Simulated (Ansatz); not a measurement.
`[F][Al-]([F])([F])[PH3+]` at its PBE0-D4/def2-TZVP geometry, where that method's forces vanish. Total charge 0; spin multiplicity 1.

```tsv
atom	x (Å)	y (Å)	z (Å)
F1	2.085	-0.724	0.730
Al2	0.580	-1.235	0.283
F3	0.425	-1.944	-1.201
F4	-0.443	-1.737	1.479
P5	-0.457	0.974	-0.223
H6	0.135	1.762	-1.226
H7	-0.531	1.918	0.818
H8	-1.794	0.986	-0.659
```

(1) For each bond, give half the difference of the two atoms' forces along it (eV/Å; positive pushes the atoms apart) under PBE-D4, r2SCAN-D4, B3LYP-D4, ωB97M-V in def2-TZVPP. (Best estimate.)

Answers

(1) Computed: 
```csv
bond,length (Å),PBE-D4,r2SCAN-D4,B3LYP-D4,ωB97M-V
F1–Al2,1.652,0.27,0.03,0.07,0.04
Al2–F3,1.652,0.27,0.03,0.07,0.04
Al2–F4,1.652,0.27,0.03,0.07,0.04
Al2–P5,2.492,-0.24,-0.04,0.07,0.17
P5–H6,1.407,0.18,0.01,-0.06,-0.14
P5–H7,1.407,0.18,0.01,-0.06,-0.14
P5–H8,1.407,0.18,0.01,-0.06,-0.14
```

B3LYP here is the variant with VWN-RPA as its local correlation; programs differ in this.
